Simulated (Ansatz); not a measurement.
`C=[C](F)[SnH2][CH3]` + HI → `C=C(F)I` + `[CH3][SnH3]`  (substitution at a C–Sn bond)

Calculated with Ansatz (gas phase, PBE0-D4/def2-TZVP geometries, no zero-point term in ΔE). CCSD(T)/CBS adds triple-zeta CCSD(T) − MP2 to the extrapolated MP2 energy (def2 sets, frozen cores). Functionals use def2-TZVPP. B3LYP here is the variant with VWN-RPA as its local correlation; programs differ in this. Elements past krypton have def2 core potentials. For I, Sn outer-core shells are correlated without core-valence functions, which leaves a few kJ/mol of doubt a bond. One conformer a species, not always the lowest.

`C=[C](F)[SnH2][CH3]`:

Z-matrix (Å, degrees):
```
Sn
C 1 2.136
C 1 2.147 2 107.0
H 1 1.708 2 111.6 3 -118.6
H 1 1.708 2 111.6 3 118.6
H 2 1.090 1 110.0 3 -180.0
H 2 1.090 1 109.9 3 60.1
H 2 1.090 1 109.9 3 -60.1
F 3 1.352 1 115.0 2 179.7
C 3 1.323 1 126.0 2 -0.3
H 10 1.085 3 121.7 1 -180.0
H 10 1.082 3 119.8 1 0.0
```

HI:

Cartesian coordinates in Å:
```
I -0.365 -0.656 0.290
H 0.365 0.656 -0.290
```

`C=C(F)I`:

Z-matrix (Å, degrees):
```
C
C 1 1.318
H 1 1.083 2 119.5
H 1 1.079 2 120.8 3 180.0
F 2 1.327 1 122.2 3 0.0
I 2 2.077 1 125.3 3 180.0
```

`[CH3][SnH3]`:

```xyz
8

C    -0.588    0.957    0.248
Sn    0.505   -0.823   -0.213
H    -0.742    1.544   -0.658
H    -0.034    1.558    0.969
H    -1.558    0.699    0.672
H    -0.357   -1.764   -1.350
H     2.030   -0.422   -0.872
H     0.743   -1.750    1.204
```

Is it downhill or uphill in electronic energy at CCSD(T)/CBS, and by how much? (Estimate.)

Computed: Uphill: ΔE = +38.3 kJ/mol.

What do these levels give: PBE-D4, B3LYP-D4, ωB97X-V, ωB97M-V, B2PLYP, PBE, r2SCAN, PBE0, MP2/def2-TZVPP, SCS-MP2/def2-TZVPP, CCSD(T)/def2-TZVPP, CCSD/CBS(def2)? (Best estimate.)

The calculation gave: PBE-D4 26.6, B3LYP-D4 32.3, ωB97X-V 34.9, ωB97M-V 35.4, B2PLYP 32.7, PBE 25.0, r2SCAN 28.3, PBE0 29.0, MP2/def2-TZVPP 34.3, SCS-MP2/def2-TZVPP 34.2, CCSD(T)/def2-TZVPP 37.7, CCSD/CBS(def2) 39.8 kJ/mol.

Largest T1 diagnostic among the species: 0.013.

From PBE to PBE0 (25 % exact exchange), in def2-TZVPP and without D4, ΔE moves by +4.0 kJ/mol.
